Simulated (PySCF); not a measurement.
Start geometry of `FC1=C[C@@H]2C=C[C@H]12` from a GFN2-xTB structure with every atom displaced at random (by about 0.01 Å) (Å):
```
atom  x, y, z in Å
F1     1.0349    2.4418   -0.2454
C2     0.8048    1.1594   -0.0458
C3     1.3698    0.0502   -0.4873
C4     0.4375   -0.8248    0.2634
C5    -0.8973   -1.0764   -0.4840
C6    -1.4672    0.0593   -0.0554
C7    -0.2546    0.4894    0.7646
H8     2.2146   -0.1760   -1.1455
H9     0.7871   -1.5847    0.9513
H10   -1.1873   -1.8700   -1.1195
H11   -2.4115    0.5408   -0.2168
H12   -0.3910    0.7627    1.8115
```

Question: What comes out of this run: PBE0-D3(BJ)/def2-SVP geometry optimisation, gas phase in PySCF?

Answer: 
```
atom  x, y, z in Å
F1     1.1992    2.6026   -0.2671
C2     1.0159    1.3122   -0.0739
C3     1.6132    0.2118   -0.5453
C4     0.6287   -0.6790    0.1996
C5    -0.7095   -0.9709   -0.4665
C6    -1.2910    0.1498   -0.0170
C7    -0.0511    0.6261    0.7290
H8     2.4172    0.0104   -1.2527
H9     1.0286   -1.4047    0.9230
H10   -1.0373   -1.7815   -1.1217
H11   -2.2728    0.6075   -0.1580
H12   -0.1177    0.8300    1.8079
```

The energy falls by 13.9 kJ/mol over 6 energy and gradient evaluations, the largest force component goes from 0.0388 to 2.3e-04 Eh/bohr, and the atoms move by 0.044 Å rms after alignment. The bond that changes most is C3–C4 (alkene CH carbon to sp3 carbon at a ring junction), which lengthens by 0.040 Å. Bonds longer at the end by more than 0.005 Å: 7 of 13; shorter: 1. Among the angles that change most is C3–C4–C5, from 113.1° to 117.8°. Rotational constants go from 6155, 2518, 2084 to 6133, 2476, 2035 MHz. The orientation of the end geometry is arbitrary; only internal coordinates are fixed.

The run used 123 basis functions and 41 SCF cycles in all.

Whether it is a minimum is left open (no frequencies).
